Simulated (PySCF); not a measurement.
Ionisation energy of Pd⁺ by level of theory

Pd⁺ [Kr] 4d9 (2D) → Pd²⁺ [Kr] 4d8 (3F), as a difference of total energies. All numbers are calculated (PySCF 2.14, scalar relativity through the core potential, in def2-TZVP with the def2 core potential (28 electrons)). Correlated levels: valence: 4s2 4p6 frozen. The calculations carry no spin-orbit coupling.

| method | ionisation energy (eV) |
| --- | --- |
| UHF | 17.435 |
| PBE | 19.716 |
| MN15 | 20.140 |
| MP2 (valence) | 18.866 |
| SCS-MP2 (valence) | 18.763 |

Task: How much does correlation contribute at MP2 (valence)?

Result: 18.866 − (17.435) = 1.431 eV, measured against UHF.

The reference lies between the lowest fine-structure levels, while these numbers refer to the centres of the terms.

Errors of the correlated levels include the incompleteness of this basis and the frozen core.

For comparison: 19.43 ± 0.12 eV (semi-empirical (NIST evaluation); NIST Atomic Spectra Database, ionization energies).
